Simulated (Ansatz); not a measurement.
Relaxation of C₂H₃I₂NSi (9 atoms, charge 0, multiplicity 1), to a largest force component of 0.02 eV/Å in at most 50 steps.

These are results of Ansatz 0.2.0, RKS PBE/def2-SVP, not measurements.

```xyz
9
Properties=species:S:1:pos:R:3
N -1.856 -1.325 0.847
C -0.890 -0.719 0.694
C 0.207 -0.094 0.521
I 1.514 0.252 2.128
Si 0.737 0.421 -1.140
I 0.250 2.836 -1.399
H -2.131 -1.368 1.831
H 0.063 -0.298 -2.201
H 2.196 0.248 -1.299
```

Q: Where does it end, and by what steps?

A: The forces met the threshold. After 15 steps the energy has fallen by 1.365 eV; H7 moved furthest, 0.68 Å.

```csv
step,energy less start (eV),largest force component (eV/Å),accepted
0,0.0000,6.156,yes
1,-0.8077,2.032,yes
2,-1.0517,2.100,yes
3,-1.2403,0.788,yes
4,-1.3152,0.468,yes
5,-1.3191,0.497,yes
6,-1.3478,0.333,yes
7,-1.3521,0.714,yes
8,-1.3574,0.267,yes
9,-1.3606,0.233,yes
10,-1.3629,0.208,yes
11,-1.3630,0.203,yes
12,-1.3634,0.138,yes
13,-1.3645,0.044,yes
14,-1.3648,0.022,yes
15,-1.3648,0.016,yes
```

```xyz
9
Properties=species:S:1:pos:R:3
N -1.667 -1.616 1.092
C -0.739 -0.838 0.876
C 0.345 -0.131 0.578
I 1.661 0.406 2.170
Si 0.730 0.467 -1.143
I 0.362 2.908 -1.372
H -2.588 -1.227 1.350
H -0.187 -0.231 -2.106
H 2.172 0.215 -1.463
```

Whether the end is a true minimum wasn't checked by a vibrational analysis.

Time of the run: 23 s on 2 threads of AMD EPYC 9R45 96-Core Processor (Zen 5), with other jobs on the host, peak memory 0.2 GiB.
